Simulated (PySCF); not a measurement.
These 2 structures share the formula C7H4F4. Level of theory: PBE0-D3(BJ)/def2-SVP geometry optimisation, gas phase (PySCF 2.14.0). One conformer each; no zero-point energy, no entropy. No frequencies were run at this level. Point groups hold within 0.08 Å.

Task: Rank from lowest to highest electronic energy at this level (kJ/mol).
A. `Fc1cccc(C(F)(F)F)c1`
B. `FC(c1c(cccc1)F)(F)F`

Result: A (0.0), B (4.7).

Neighbours under 10 kJ/mol apart (Fc1cccc(C(F)(F)F)c1 and Fc1ccccc1C(F)(F)F) can change places with a better method, another conformer or zero-point energy.

```csv
SMILES,E (Eh),E rel (kJ/mol),dipole (D),point group,"A, B, C (MHz)"
Fc1cccc(C(F)(F)F)c1,-667.36158,0.0,2.19,C1,"2124, 729.3, 599.4"
Fc1ccccc1C(F)(F)F,-667.35978,4.7,3.35,Cs,"1911, 942.0, 708.7"
```

Task: How do the relative energies change in single points at PBE0/pcSseg-1 (no added dispersion term) on the same geometries?

Result: 
| SMILES | PBE0-D3(BJ)/def2-SVP (kJ/mol) | PBE0/pcSseg-1 (kJ/mol) | shift |
| --- | --- | --- | --- |
| Fc1cccc(C(F)(F)F)c1 | 0.0 | 0.0 | 0.0 |
| Fc1ccccc1C(F)(F)F | 4.7 | 6.5 | +1.8 |

Each column counts from its own lowest isomer. The order is unchanged; the largest shift is 1.8 kJ/mol.
